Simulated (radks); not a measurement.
The numbers below are computed, except where a source is named.
Q: As4+, configuration [Ar] 3d10 4s1. Code: a radial shooting solver on a logarithmic mesh with Libxc functionals. Model: non-relativistic Kohn-Sham, exchange-only LDA, spin-polarised, spherical densities, point nucleus; open shells are filled with parallel spins first. Some entries of the table are withheld. Estimate them.

orbital  occ.  eigenvalue (hartree)  <r^2> (bohr^2)
1s up       1             -425.1172        0.002888
1s down     1             -425.1130        0.002888
2s up       1             -54.86083         0.05047
2s down     1             -54.85895         0.05047
2p up       3             -49.29806         0.03916
2p down     3             -49.29589         0.03916
3s up       1              -8.49752          0.4291
3s down     1              -8.49165          0.4281
3p up       3              -6.61812          0.4546
3p down     3              -6.61101          0.4526
3d up       5              -3.30330          0.5597
3d down     5              -3.29080          0.5484
4s up       1              -2.06666           3.261
4s down     0              -1.96148           3.232
4p up       0                   (1)             (2)
4p down     0                   (3)             (4)
4d up       0              -1.01182             (5)
4d down     0              -0.91589             (6)
5s up       0              -0.88485           13.91
5s down     0              -0.83681           14.99
4f up       0              -0.58205           14.92
4f down     0              -0.52747           18.67

A: 
(1) 4p up eigenvalue (hartree): -1.63724
(2) 4p up <r^2> (bohr^2): 4.091
(3) 4p down eigenvalue (hartree): -1.52806
(4) 4p down <r^2> (bohr^2): 4.127
(5) 4d up <r^2> (bohr^2): 7.118
(6) 4d down <r^2> (bohr^2): 7.810
